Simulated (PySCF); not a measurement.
Isomers of C3H10O3SSi, mass 154.012 u with the commonest isotopes. Method used: PBE0/pcSseg-1 in PySCF (dipole) on a GFN2-xTB geometry, gas phase. One conformer each, none proved a minimum here; rigid rotors.

Question: Order these by rotational constant B, largest first.
A. `[CH3:1][O:2][SiH2:3][CH2:4][S:5]([CH3:6])(=[O:7])=[O:8]` with C1–O2–Si3–C4 180°, O2–Si3–C4–S5 180°, Si3–C4–S5–C6 180°
B. `[CH3:1][O:2][CH2:3][S@:4](=[O:5])[CH2:6][O:7][SiH3:8]` with C1–O2–C3–S4 65°, O2–C3–S4–O5 -101°, C3–S4–C6–O7 -65°, S4–C6–O7–Si8 -50°
C. `[CH3:1][SiH2:2][O:3][CH2:4][S:5]([CH3:6])(=[O:7])=[O:8]` with C1–Si2–O3–C4 -166°, Si2–O3–C4–S5 -41°, O3–C4–S5–C6 -66°
D. `[CH3:1][CH2:2][S:3](=[O:4])(=[O:5])[O:6][CH2:7][SiH3:8]` with C1–C2–S3–O4 66°, C2–S3–O6–C7 175°, S3–O6–C7–Si8 -48°
E. `[CH3:1][O:2][CH2:3][CH2:4][S:5][SiH:6]([OH:7])[OH:8]` with C1–O2–C3–C4 74°, O2–C3–C4–S5 177°, C3–C4–S5–Si6 -73°, C4–S5–Si6–O7 -178°, S5–Si6–O7–H 41°
F. `[CH3:1][C@@H:2]([SiH:3]([OH:4])[OH:5])[S@:6]([CH3:7])=[O:8]` with C1–C2–Si3–O4 62°, C2–Si3–O4–H 33°, C2–Si3–O5–H 157°, C1–C2–S6–C7 51°

Answer: F (998.4 MHz), D (943.4 MHz), B (883.2 MHz), C (859.2 MHz), A (683.5 MHz), E (648.4 MHz).

Question: Order these by radius of gyration √(Σ m r²/M), largest first.
A. `[CH3:1][O:2][CH2:3][S@:4](=[O:5])[CH2:6][O:7][SiH3:8]` with C1–O2–C3–S4 65°, O2–C3–S4–O5 -101°, C3–S4–C6–O7 -65°, S4–C6–O7–Si8 -50°
B. `[CH3:1][O:2][SiH2:3][CH2:4][S:5]([CH3:6])(=[O:7])=[O:8]` with C1–O2–Si3–C4 180°, O2–Si3–C4–S5 180°, Si3–C4–S5–C6 180°
C. `[CH3:1][C@@H:2]([SiH:3]([OH:4])[OH:5])[S@:6]([CH3:7])=[O:8]` with C1–C2–Si3–O4 62°, C2–Si3–O4–H 33°, C2–Si3–O5–H 157°, C1–C2–S6–C7 51°
D. `[CH3:1][SiH2:2][O:3][CH2:4][S:5]([CH3:6])(=[O:7])=[O:8]` with C1–Si2–O3–C4 -166°, Si2–O3–C4–S5 -41°, O3–C4–S5–C6 -66°
E. `[CH3:1][O:2][CH2:3][CH2:4][S:5][SiH:6]([OH:7])[OH:8]` with C1–O2–C3–C4 74°, O2–C3–C4–S5 177°, C3–C4–S5–Si6 -73°, C4–S5–Si6–O7 -178°, S5–Si6–O7–H 41°

Answer: E (2.439 Å), B (2.294 Å), A (2.212 Å), D (2.087 Å), C (2.043 Å).

Question: Order these by rotational constant C, largest first.
A. `[CH3:1][O:2][CH2:3][CH2:4][S:5][SiH:6]([OH:7])[OH:8]` with C1–O2–C3–C4 74°, O2–C3–C4–S5 177°, C3–C4–S5–Si6 -73°, C4–S5–Si6–O7 -178°, S5–Si6–O7–H 41°
B. `[CH3:1][SiH2:2][O:3][CH2:4][S:5]([CH3:6])(=[O:7])=[O:8]` with C1–Si2–O3–C4 -166°, Si2–O3–C4–S5 -41°, O3–C4–S5–C6 -66°
C. `[CH3:1][C@@H:2]([SiH:3]([OH:4])[OH:5])[S@:6]([CH3:7])=[O:8]` with C1–C2–Si3–O4 62°, C2–Si3–O4–H 33°, C2–Si3–O5–H 157°, C1–C2–S6–C7 51°
D. `[CH3:1][O:2][CH2:3][S@:4](=[O:5])[CH2:6][O:7][SiH3:8]` with C1–O2–C3–S4 65°, O2–C3–S4–O5 -101°, C3–S4–C6–O7 -65°, S4–C6–O7–Si8 -50°
E. `[CH3:1][CH2:2][S:3](=[O:4])(=[O:5])[O:6][CH2:7][SiH3:8]` with C1–C2–S3–O4 66°, C2–S3–O6–C7 175°, S3–O6–C7–Si8 -48°
F. `[CH3:1][O:2][SiH2:3][CH2:4][S:5]([CH3:6])(=[O:7])=[O:8]` with C1–O2–Si3–C4 180°, O2–Si3–C4–S5 180°, Si3–C4–S5–C6 180°

Answer: E (885.5 MHz), C (860.6 MHz), B (841.6 MHz), D (716.1 MHz), F (669.9 MHz), A (565.4 MHz).

```csv
SMILES,point group,Ia (u·Å²),Ib (u·Å²),Ic (u·Å²),κ,μa (D),μb (D),μc (D)
COCCS[SiH](O)O,C1,158.27,779.48,893.86,-0.94,0.69,0.77,0.01
C[C@@H]([SiH](O)O)[S@](C)=O,C1,191.78,506.21,587.22,-0.84,1.31,2.87,1.12
C[SiH2]OCS(C)(=O)=O,C1,153.48,588.17,600.50,-0.99,0.93,1.67,2.64
COC[S@](=O)CO[SiH3],C1,229.50,572.23,705.73,-0.78,1.13,1.47,0.15
CO[SiH2]CS(C)(=O)=O,Cs,126.82,739.41,754.41,-0.99,1.27,3.59,0.01
CCS(=O)(=O)OC[SiH3],C1,158.05,535.72,570.71,-0.95,1.94,1.49,2.19
```
